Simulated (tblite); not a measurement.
C3H9F3OSi2.
Bonds: F1–C2, C2–F3, C2–F4, C2–C5, C5–O6, O6–C7, C7–Si8, C7–Si9. Hydrogens: H10, H11 on C5; H12 on C7; H13, H14, H15 on Si8; H16, H17, H18 on Si9.

Computed with GFN2-xTB (tblite), gas phase: L-BFGS steps from a force-field or distance-geometry start until the largest atomic force falls under 0.01 eV/Å.

Step 13: E = -890.4542 eV
```
atom  x, y, z in Å  |  force x, y, z in eV/Å
F1      1.4202   -1.3614   -2.0862   -0.140   0.008   0.015
C2      2.0207   -0.5525   -1.2123    0.053   0.015  -0.104
F3      3.3419   -0.7412   -1.3838    0.056  -0.033   0.128
F4      1.7876    0.7075   -1.6070   -0.050   0.016  -0.115
C5      1.6336   -0.8079    0.2484   -0.023   0.002   0.078
O6      0.2783   -0.8280    0.5271   -0.067   0.141  -0.003
C7     -0.4893    0.3974    0.3002   -0.082   0.150  -0.010
Si8    -1.3549    1.0000    1.9177    0.126  -0.100  -0.038
Si9    -1.8096   -0.0489   -1.0255    0.121  -0.042   0.064
H10     2.2007   -0.0689    0.8361   -0.109   0.121   0.061
H11     2.0094   -1.8046    0.4964    0.000  -0.075   0.022
H12     0.1823    1.1881   -0.0410   -0.061  -0.052  -0.029
H13    -0.5459    1.9368    2.6991    0.139   0.001  -0.040
H14    -2.5855    1.6954    1.5341    0.033   0.002  -0.015
H15    -1.6426   -0.1683    2.7311   -0.024  -0.128   0.064
H16    -1.2473   -0.8457   -2.1026    0.133   0.017  -0.116
H17    -2.7842   -0.8757   -0.3249   -0.135  -0.053   0.029
H18    -2.4241    1.1841   -1.5186    0.032   0.010   0.009
```

Step 14: E = -890.4626 eV
```
atom  x, y, z in Å  |  force x, y, z in eV/Å
F1      1.4174   -1.3596   -2.0848   -0.166  -0.047   0.052
C2      2.0178   -0.5540   -1.2079    0.073   0.022  -0.168
F3      3.3392   -0.7477   -1.3834    0.011  -0.015   0.185
F4      1.7863    0.7035   -1.6118   -0.034   0.045  -0.063
C5      1.6258   -0.8025    0.2561    0.082  -0.006  -0.050
O6      0.2693   -0.8252    0.5237    0.039   0.077   0.034
C7     -0.4938    0.3995    0.2981   -0.109   0.159   0.001
Si8    -1.3477    0.9950    1.9208    0.065  -0.067   0.033
Si9    -1.8039   -0.0525   -1.0302    0.034  -0.044   0.039
H10     2.1939   -0.0572    0.8371   -0.161   0.098   0.064
H11     2.0098   -1.7964    0.5065   -0.038  -0.056   0.038
H12     0.1752    1.1905   -0.0441   -0.029  -0.032  -0.038
H13    -0.5310    1.9276    2.7004    0.145  -0.007  -0.047
H14    -2.5776    1.7024    1.5545    0.040  -0.014  -0.027
H15    -1.6373   -0.1694    2.7428   -0.010  -0.106   0.022
H16    -1.2441   -0.8380   -2.1135    0.173  -0.024  -0.132
H17    -2.7860   -0.8807   -0.3432   -0.124  -0.064   0.050
H18    -2.4222    1.1711   -1.5326    0.007   0.079   0.006
```

Step 15: E = -890.4714 eV
```
atom  x, y, z in Å  |  force x, y, z in eV/Å
F1      1.4112   -1.3586   -2.0824   -0.147  -0.084   0.087
C2      2.0153   -0.5553   -1.2055    0.048   0.023  -0.152
F3      3.3368   -0.7551   -1.3795   -0.038   0.005   0.195
F4      1.7843    0.7000   -1.6183    0.001   0.048  -0.015
C5      1.6189   -0.7965    0.2632    0.143   0.006  -0.159
O6      0.2605   -0.8205    0.5205    0.134   0.003   0.059
C7     -0.5003    0.4041    0.2959   -0.090   0.102   0.011
Si8    -1.3388    0.9886    1.9251   -0.019  -0.010   0.122
Si9    -1.7975   -0.0574   -1.0349   -0.089  -0.054  -0.032
H10     2.1834   -0.0426    0.8393   -0.191   0.058   0.048
H11     2.0095   -1.7885    0.5182   -0.078  -0.004   0.041
H12     0.1672    1.1927   -0.0482    0.010   0.019  -0.052
H13    -0.5119    1.9175    2.7008    0.142  -0.025  -0.056
H14    -2.5680    1.7095    1.5763    0.059  -0.039  -0.030
H15    -1.6318   -0.1726    2.7557    0.011  -0.071  -0.029
H16    -1.2373   -0.8300   -2.1278    0.190  -0.038  -0.103
H17    -2.7903   -0.8873   -0.3622   -0.080  -0.055   0.051
H18    -2.4200    1.1585   -1.5477   -0.004   0.116   0.013
```

Step 16: E = -890.4815 eV
```
atom  x, y, z in Å  |  force x, y, z in eV/Å
F1      1.4013   -1.3593   -2.0781   -0.089  -0.101   0.112
C2      2.0128   -0.5563   -1.2052   -0.011   0.019  -0.065
F3      3.3338   -0.7637   -1.3715   -0.073   0.022   0.151
F4      1.7822    0.6971   -1.6264    0.047   0.031   0.019
C5      1.6129   -0.7892    0.2686    0.137   0.033  -0.211
O6      0.2527   -0.8144    0.5177    0.178  -0.052   0.066
C7     -0.5091    0.4109    0.2938   -0.038  -0.007   0.013
Si8    -1.3290    0.9810    1.9324   -0.088   0.051   0.185
Si9    -1.7917   -0.0644   -1.0413   -0.199  -0.058  -0.121
H10     2.1675   -0.0249    0.8428   -0.184   0.011   0.012
H11     2.0076   -1.7794    0.5323   -0.103   0.062   0.026
H12     0.1580    1.1958   -0.0541    0.034   0.071  -0.058
H13    -0.4870    1.9052    2.6999    0.135  -0.045  -0.058
H14    -2.5556    1.7168    1.6007    0.070  -0.059  -0.029
H15    -1.6252   -0.1778    2.7700    0.032  -0.036  -0.078
H16    -1.2257   -0.8212   -2.1459    0.180  -0.031  -0.032
H17    -2.7968   -0.8958   -0.3830   -0.018  -0.037   0.039
H18    -2.4173    1.1461   -1.5645   -0.009   0.127   0.028
```

Question: Estimate the geometry and energy of step 17. (The exact step hangs on the optimiser's Hessian estimate; all steps are aligned on step 16, rigid shifts and turns removed.)

Answer: E = -890.4923 eV, largest force 0.298 eV/Å
```
atom  x, y, z in Å  |  force x, y, z in eV/Å
F1      1.3885   -1.3621   -2.0712   -0.007  -0.095   0.121
C2      2.0093   -0.5570   -1.2059   -0.073   0.010   0.057
F3      3.3293   -0.7729   -1.3596   -0.082   0.032   0.061
F4      1.7807    0.6946   -1.6353    0.088   0.002   0.033
C5      1.6083   -0.7802    0.2712    0.062   0.062  -0.172
O6      0.2472   -0.8079    0.5157    0.137  -0.071   0.053
C7     -0.5192    0.4180    0.2917    0.017  -0.126  -0.003
Si8    -1.3192    0.9734    1.9437   -0.100   0.088   0.172
Si9    -1.7887   -0.0735   -1.0506   -0.237  -0.039  -0.177
H10     2.1464   -0.0049    0.8469   -0.127  -0.022  -0.036
H11     2.0034   -1.7681    0.5484   -0.096   0.118  -0.007
H12     0.1481    1.2004   -0.0618    0.021   0.087  -0.043
H13    -0.4566    1.8908    2.6977    0.124  -0.060  -0.048
H14    -2.5405    1.7237    1.6269    0.054  -0.062  -0.026
H15    -1.6175   -0.1848    2.7844    0.046  -0.014  -0.109
H16    -1.2092   -0.8119   -2.1664    0.144  -0.013   0.060
H17    -2.8046   -0.9060   -0.4050    0.042  -0.021   0.022
H18    -2.4144    1.1348   -1.5823   -0.014   0.123   0.043
```

The energy changes by -0.0109 eV. The first-order estimate −F·Δx gives -0.0151 eV and the mean of the old and new forces, exact on a quadratic surface, -0.0108 eV. The step makes an angle of 74° with the force vector and moves no atom by more than 0.034 Å.

The cost below is that of the whole relaxation. Hardware: Arm Neoverse N1, one thread, shared host with 64 logical CPUs at a one-minute load of 55. Cost: 1.5 s wall.
